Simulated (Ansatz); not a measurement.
Ansatz (an electronic-structure program) input (B3LYP-D3(BJ)/def2-TZVP):

Ansatz 0.2 input:
```yaml
crystal:
  periodic: [false, false, false]
  atoms:
    - {symbol: B, position_ang: [-0.26344123, -0.19994721, 0.16694810]}
    - {symbol: N, position_ang: [-1.26650056, 0.65929307, -0.10534024]}
    - {symbol: N, position_ang: [1.08447056, -0.03580876, -0.20250358]}
    - {symbol: H, position_ang: [-0.54819825, -1.16893844, 0.80459607]}
    - {symbol: H, position_ang: [-2.25767518, 0.65571456, 0.01695587]}
    - {symbol: H, position_ang: [1.38432076, 0.72624114, -0.78273579]}
    - {symbol: H, position_ang: [1.81566466, -0.67860748, 0.03517162]}
basis:
  gaussian:
    orbitals: def2-TZVP
hamiltonian:
  xc: b3lyp
  dispersion: d3bj
magnetization: {spin_polarized: true, initial_magnetization: 1}
relax: {f_tol: 0.002, max_steps: 150}
```

End of the output:

```
655 factors; their error is unknown
mean field: 0.40 GiB planned
mean field evaluation 160: about -3723.1985 eV, gradient 1.3e-2 eV
mean field -3723.19846249 eV, -136.8250198219 hartree, gradient 1.3e-5 eV, S^2 0.754137; 3 other end points of the search recorded, 0 dependent functions left out
the calculation of the forces begins
reference -3723.19868141 eV, -136.8250278672 hartree; 12, 11 occupied and 105, 106 virtual orbitals, 655 factors
Total energy: -3723.34773566 eV, -136.8305055098 hartree
Atom 0 at    -0.256691    -0.209442     0.286857 Å, force     0.000366     0.000206    -0.000215 eV/Å
Atom 1 at    -1.283912     0.777843     0.211680 Å, force    -0.000083    -0.000341     0.000061 eV/Å
Atom 2 at     1.029579    -0.040293    -0.238546 Å, force     0.000674     0.000067    -0.000202 eV/Å
Atom 3 at    -0.503150    -1.202990     0.920179 Å, force    -0.000392    -0.000054     0.000181 eV/Å
Atom 4 at    -2.101342     0.585179    -0.363484 Å, force     0.000090    -0.000016     0.000086 eV/Å
Atom 5 at     1.306867     0.769352    -0.768075 Å, force    -0.000066     0.000049     0.000008 eV/Å
Atom 6 at     1.757289    -0.721703    -0.115519 Å, force    -0.000590     0.000087     0.000082 eV/Å
Dipole moment:     0.226238    -0.153021    -0.320388 e Å
```

It need not be the lowest isomer of its formula.
